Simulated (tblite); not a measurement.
Isomers of C4H9F2Si2 (doublet state). Computed values, GFN2-xTB/tblite, gas phase, harmonic and unscaled. Against measured fundamentals such values can be off by several per cent, at times by over 20. Modes of hydrogen on silicon can be 10 to 20 % off. One conformer each. Open shells enter through the occupations alone, without spin polarisation, and single modes of such species can be off by tens of per cent.

Electronic energies: GFN2-xTB at the same geometries; isomer energies are rough at this level and their order can be wrong.

| SMILES | electronic energy, lowest = 0 (kJ/mol) |
| --- | --- |
| C[SiH2]/C(=C\[SiH2])C(F)F | 0.0 |
| C[SiH2]/C(=[C]\[SiH3])C(F)F | 53.8 |
| C[SiH]/C(=C\[SiH3])C(F)F | 0.8 |

**Question.** How do GFN2-xTB zero-point energies change the relative energies?

**Answer.** 
| SMILES | ZPE (kJ/mol) | of it from modes above 1550 cm⁻¹ | electronic (kJ/mol) | with ZPE, lowest = 0 (kJ/mol) | lowest mode (cm⁻¹) | rings |
| --- | --- | --- | --- | --- | --- | --- |
| C[SiH2]/C(=C\[SiH2])C(F)F | 290.9 | 144.0 | 0.0 | 0.0 | 14 | 0 |
| C[SiH]/C(=C\[SiH3])C(F)F | 290.9 | 143.6 | 0.8 | 0.9 | 12 | 0 |
| C[SiH2]/C(=[C]\[SiH3])C(F)F | 282.5 | 149.4 | 53.8 | 45.5 | 26 | 0 |

The zero-point energies span 8.4 kJ/mol, from `C[SiH2]/C(=[C]\[SiH3])C(F)F` to `C[SiH]/C(=C\[SiH3])C(F)F`. The order is unchanged.
